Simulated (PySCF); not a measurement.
An unknown is described by computed data only.

Elements present: C, H, N and S. Monoisotopic mass: 163.0456 u.

| Item | Value |
| --- | --- |
| 1H NMR | chemical shifts (computed TMS as zero) by class: 7.94 (1 H), 7.84 (1 H), 7.31 (1 H), 2.80 (3 H), 2.51 (3 H) ppm [GIAO PBE0/pcSseg-1] |
| Polarisability | 132.9 au [CAM-B3LYP/def2-SVPD] |
| 13C NMR | chemical shifts (computed TMS as zero) by class: 171.0 (1 C), 156.3 (1 C), 141.1 (1 C), 140.3 (1 C), 131.1 (1 C), 129.7 (1 C), 125.7 (1 C), 23.3 (1 C), 22.3 (1 C) ppm [GIAO PBE0/pcSseg-1] |
| UV, strongest line | among the 10 lowest singlet transitions: S6 at 6.03 eV (206 nm, f = 0.556) [TDDFT CAM-B3LYP/def2-SVPD] |
| Rotational structure | rotational constants A, B, C: 2.537, 0.638, 0.513 GHz [PBE0-D3(BJ)/def2-SVP] |
| NMR, other nuclei | isotropic shieldings of nuclei other than C and H, by class: -85 (1 N), 269 (1 S) ppm [GIAO PBE0/pcSseg-1] |
| Dipole | 0.84 D [CAM-B3LYP/def2-SVPD] |
| Triplet | lowest triplet excitation (Tamm–Dancoff): 3.65 eV [TDA CAM-B3LYP/def2-SVPD] |

Gas-phase values; electronic properties from PySCF, density fitting. Levels stand in brackets. Geometry: PBE0-D3(BJ)/def2-SVP; no solvent, vibrations or thermal averaging. NMR classes are plain means over equivalent atoms (diastereotopic ones count apart unless rotation or inversion swaps them), as if these changed places fast.

Question: Which formula fits the mass and the elements?

Answer: C9H9NS (calculated 163.0456). No other formula that holds each of these elements comes within 0.0003 u with a fitting electron parity and a possible valence count.

Question: What is the compound? Reason from the data.

Answer: Numbering: `[CH3:1][c:2]1[cH:3][cH:4][c:5]2[s:6][c:7]([CH3:8])[n:9][c:10]2[cH:11]1`. Its formula, C9H9NS, gives 6 degrees of unsaturation: 2 rings and 4 π bonds in the structure found (Kekulé form). 9 carbons fall into 9 classes; from least to most shielded: substituted aromatic carbon [C7] (171.0 ppm), ring-fusion aromatic carbon [C10] (156.3 ppm), ring-fusion aromatic carbon [C5] (141.1 ppm), substituted aromatic carbon [C2] (140.3 ppm), aromatic CH carbon [C3] (131.1 ppm), aromatic CH carbon [C11] (129.7 ppm), aromatic CH carbon [C4] (125.7 ppm), benzylic-type carbon [C1] (23.3 ppm), benzylic-type carbon [C8] (22.3 ppm). Hydrogen classes from least to most shielded: 1 H on an aromatic CH carbon, C11 (7.94 ppm), 1 H on an aromatic CH carbon, C4 (7.84 ppm), 1 H on an aromatic CH carbon, C3 (7.31 ppm), 3 H on a benzylic-type carbon, C8 (2.80 ppm), 3 H on a benzylic-type carbon, C1 (2.51 ppm, a mean of values up to 0.6 ppm apart in this geometry). The other shieldings belong to: -85 ppm, pyridine-type nitrogen [N9]; 269 ppm, thiophene-type sulfur [S6]. By its constants the optimised geometry is an asymmetric top. Structure: `Cc1ccc2sc(C)nc2c1` (2,5-dimethylbenzothiazole). Computed isomers that give other values at the same levels: `CCc1csc2cnccc12` (13C chemical shifts (computed TMS as zero) by class: 150.1 (1 C), 148.7 (1 C), 146.8 (1 C), 143.7 (1 C), 143.4 (1 C), 134.6 (1 C), 120.4 (1 C), 25.3 (1 C), 17.7 (1 C) ppm); `CSc1cc(C)cc(C#N)c1` (13C chemical shifts (computed TMS as zero) by class: 149.1 (1 C), 144.6 (1 C), 133.4 (1 C), 132.9 (1 C), 129.1 (1 C), 124.2 (1 C), 118.2 (1 C), 23.2 (1 C), 16.9 (1 C) ppm); `C#C[C@@](C=C)(CC)C(=S)C#N` (rotational constant A: 1.013 GHz; this holds for the one conformer computed). The assignments are read from this structure; whether some other isomer fits the data as well wasn't checked.
